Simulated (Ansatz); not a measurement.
`F[CH]([SiH3])[AlH][SiH3]` + `CN(C)N` → `CN(C)N[SiH3]` + `F[CH]([AlH2])[SiH3]`  (cleavage of the Si–Al bond)

Program: Ansatz. Geometries: PBE0-D4/def2-TZVP. ΔE: electronic, gas phase. CCSD(T)/CBS is the MP2 limit (def2-TZVPP, def2-QZVPP) plus CCSD(T) − MP2 in def2-TZVPP, frozen cores. This one scheme is used for every species. Each species was taken in one conformer, which may not be the lowest.

`F[CH]([SiH3])[AlH][SiH3]`:

```xyz
13

F     1.684    1.510   -1.679
C     0.837    0.521   -1.140
Si   -0.966    1.006   -1.429
Al    1.223    0.168    0.770
Si   -0.191   -1.523    1.857
H     1.005   -0.407   -1.710
H    -1.234    1.320   -2.856
H    -1.807   -0.145   -0.996
H    -1.322    2.190   -0.599
H     2.343    1.012    1.509
H     0.458   -2.160    3.037
H    -0.575   -2.606    0.906
H    -1.455   -0.886    2.329
```

`CN(C)N`:

Z-matrix (Å, degrees):
```
C
N 1 1.443
H 1 1.092 2 109.5
H 1 1.105 2 112.6 3 -120.2
H 1 1.089 2 109.1 3 119.4
C 2 1.444 1 111.9 3 59.5
N 2 1.411 1 109.0 3 -175.3
H 6 1.092 2 110.0 1 -57.9
H 6 1.107 2 112.3 1 62.6
H 6 1.092 2 109.8 1 -176.8
H 7 1.024 2 110.5 1 -82.6
H 7 1.013 2 108.2 1 160.0
```

`CN(C)N[SiH3]`:

Cartesian coordinates in Å:
```
C 0.633 -0.719 1.291
N -0.033 -0.960 0.030
C 0.892 -0.968 -1.083
N -1.095 -0.065 -0.192
Si -1.050 1.660 -0.153
H -0.096 -0.763 2.102
H 1.384 -1.494 1.454
H 1.142 0.260 1.335
H 1.642 -1.745 -0.917
H 0.348 -1.197 -2.000
H 1.418 -0.008 -1.219
H -1.984 -0.537 -0.174
H -2.422 2.075 -0.540
H -0.726 2.253 1.177
H -0.054 2.209 -1.113
```

`F[CH]([AlH2])[SiH3]`:

Z-matrix (Å, degrees):
```
C
Al 1 1.978
Si 1 1.890 2 114.1
F 1 1.412 2 110.8 3 123.4
H 1 1.101 2 108.9 3 -118.7
H 2 1.587 1 117.4 3 62.1
H 2 1.582 1 119.9 3 -117.0
H 3 1.488 1 107.5 2 -62.8
H 3 1.488 1 110.3 2 55.6
H 3 1.486 1 111.5 2 176.6
```

```tsv
species	HF/CBS(def2) energy (Eh)
`F[CH]([SiH3])[AlH][SiH3]`	-961.83161
`CN(C)N`	-189.32588
`CN(C)N[SiH3]`	-479.45768
`F[CH]([AlH2])[SiH3]`	-671.71365
```

(1) Work out ΔE.

Largest T1 diagnostic among the species: 0.013.

## Answers

(1) ΔE = (-479.45768) + (-671.71365) − (-961.83161) − (-189.32588) = -0.01384 Eh = -36.3 kJ/mol. CCSD(T)/CBS gives -21.7 kJ/mol.

In def2-TZVPP, CCSD(T) changes the Hartree–Fock value by +14.9 kJ/mol (the triples alone add +1.8 kJ/mol) and MP2 by +4.9 kJ/mol. From PBE to PBE0 (25 % exact exchange), in def2-TZVPP and without D4, ΔE moves by −5.9 kJ/mol.
